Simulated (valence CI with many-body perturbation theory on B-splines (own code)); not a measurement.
Results of a calculation; reference values are marked as such.
# Ir62+: magnetic and hyperfine properties of the levels

Method: relativistic CI+MBPT: five valence electrons over a frozen Dirac-Fock core [Ne], a basis of 9 s, 9 p, 8 d, 6 f, 3 g, 1 h functions for each j, with the one-electron correlation potential Σ1, the two-electron term Σ2, the three-electron term Σ3, Breit, model QED; selected CI, second order for the rest (own B-spline code, finite nucleus).

No measured spectrum was set against this ion. As an estimate, large intervals hold to a few tenths of a per cent, small ones and those within an open d or f shell to about a per cent. Among the levels kept, up to 640 cm⁻¹ of a level comes from second order outside the variational space, and about a tenth of that is noise between levels of different J, which matters for small intervals.

A/g_I is the dipole constant over the nuclear g factor μ/I (μ in nuclear magnetons, uniformly magnetised nucleus), B/Q the quadrupole constant per barn. Both hold the static response of the core; the bare values leave it out. Large factors of s and p1/2 electrons are usually good to 5 to 10 %; those of open d and f shells near neutrality can be off by tens of per cent, and small factors of p3/2, d and f electrons come from cancelling terms and can be off by a factor of two or in sign, in half-filled shells by more. B is blank for J = 1/2, where it vanishes, and for nearly pure S terms. Energies count from the lowest level.

Levels are named by their leading jj configuration (3d3/2^4 stands for four electrons in 3d with j = 3/2), which in mixed levels can hold well under half, so a name can repeat and another be missing. Letters in brackets count levels of one name in rising energy.

```csv
Level,E (eV),g,A/g_I (MHz),A/g_I bare,B/Q (MHz/b),B/Q bare
(3s^2 3p1/2^2 3p3/2) J=3/2,0.00,1.337,240000,239000,476000,470000
(3s^2 3p1/2^2 3d3/2) J=3/2,241.74,0.777,130000,133000,80900,83400
(3s^2 3p1/2^2 3d5/2) J=5/2,353.67,1.192,54400,57600,71900,74600
(3s^2 3p1/2 3p3/2^2) J=3/2,415.51,1.452,-161000,-154000,31300,30900
(3s^2 3p1/2 3p3/2^2) J=5/2,427.80,1.185,651000,643000,-1140,-1120
(3s^2 3p1/2 3p3/2^2) J=1/2,444.01,0.645,2280000,2240000,,
(3s 3p1/2^2 3p3/2^2) J=5/2,601.52,1.454,1470000,1450000,86800,85600
(3s 3p1/2^2 3p3/2^2) J=3/2,632.24,1.144,-787000,-766000,-42500,-41800
(3s 3p1/2^2 3p3/2^2) J=1/2,634.85,2.023,5990000,5870000,,
(3s^2 3p1/2 3p3/2 3d3/2) J=5/2 [a],654.36,0.955,487000,482000,-46000,-43800
(3s^2 3p1/2 3p3/2 3d3/2) J=1/2 [a],657.94,0.219,837000,828000,,
(3s^2 3p1/2 3p3/2 3d3/2) J=3/2 [a],658.36,0.901,488000,484000,-288000,-284000
(3s^2 3p1/2 3p3/2 3d3/2) J=7/2,667.27,1.016,483000,479000,532000,528000
(3s^2 3p1/2 3p3/2 3d3/2) J=5/2 [b],698.74,1.150,55800,59700,499000,494000
(3s^2 3p1/2 3p3/2 3d3/2) J=1/2 [b],709.95,1.659,1610000,1580000,,
(3s^2 3p1/2 3p3/2 3d3/2) J=3/2 [b],711.07,1.212,-120000,-113000,22200,20600
(3s^2 3p1/2 3p3/2 3d5/2) J=7/2 [a],752.44,1.300,-115000,-108000,528000,525000
(3s^2 3p1/2 3p3/2 3d5/2) J=9/2,765.96,1.178,362000,359000,538000,535000
(3s^2 3p1/2 3p3/2 3d5/2) J=3/2 [a],766.02,1.326,-363000,-351000,-180000,-177000
(3s^2 3p1/2 3p3/2 3d5/2) J=5/2 [a],769.64,1.112,465000,461000,-347000,-342000
(3s^2 3p1/2 3p3/2 3d5/2) J=5/2 [b],790.08,1.279,-105000,-98900,16700,18000
(3s^2 3p1/2 3p3/2 3d5/2) J=7/2 [b],791.90,1.124,417000,412000,-12300,-9800
(3s^2 3p1/2 3p3/2 3d5/2) J=3/2 [b],801.03,0.932,684000,675000,48300,48500
(3s^2 3p1/2 3p3/2 3d5/2) J=1/2,804.99,1.223,-700000,-682000,,
(3s 3p1/2^2 3p3/2 3d3/2) J=5/2 [a],838.99,1.251,1170000,1150000,148000,146000
(3s 3p1/2^2 3p3/2 3d3/2) J=3/2 [a],841.18,1.244,601000,595000,8390,6510
(3s 3p1/2^2 3p3/2 3d3/2) J=1/2 [a],843.67,2.345,3510000,3450000,,
(3s 3p1/2^2 3p3/2 3d3/2) J=7/2,850.40,1.235,1100000,1090000,516000,512000
(3s^2 3p3/2^3) J=3/2,860.97,1.281,255000,254000,-486000,-480000
(3s 3p1/2^2 3p3/2 3d3/2) J=3/2 [b],870.03,1.026,597000,591000,-265000,-261000
(3s 3p1/2^2 3p3/2 3d3/2) J=5/2 [b],880.39,0.868,-252000,-242000,268000,267000
(3s 3p1/2^2 3p3/2 3d3/2) J=1/2 [b],885.36,0.552,1170000,1150000,,
(3s^2 3p1/2 3d3/2^2) J=5/2,911.54,0.791,362000,360000,113000,113000
(3s 3p1/2^2 3p3/2 3d5/2) J=9/2,937.34,1.340,861000,850000,532000,529000
(3s 3p1/2^2 3p3/2 3d5/2) J=5/2 [a],955.23,1.369,1280000,1260000,-259000,-255000
(3s^2 3p1/2 3d3/2^2) J=1/2,956.08,0.633,2260000,2220000,,
(3s^2 3p1/2 3d3/2^2) J=3/2,958.43,0.857,-379000,-366000,-69600,-68500
(3s 3p1/2^2 3p3/2 3d5/2) J=7/2 [a],962.85,1.262,583000,577000,253000,252000
(3s 3p1/2^2 3p3/2 3d5/2) J=3/2 [a],967.76,1.053,-648000,-629000,-221000,-218000
(3s 3p1/2^2 3p3/2 3d5/2) J=7/2 [b],980.60,1.176,-134000,-125000,270000,271000
```

**Question.** Take the isotope of mass number 193, with I = 3/2, μ = 0.163 μN and Q = 0.751 b. What is the hyperfine structure of (3s^2 3p1/2 3p3/2^2) J=1/2?

**Answer.** From the table A = 247000 MHz. Shifts from the centre of gravity in MHz: F = 1: -309000, F = 2: 185000.
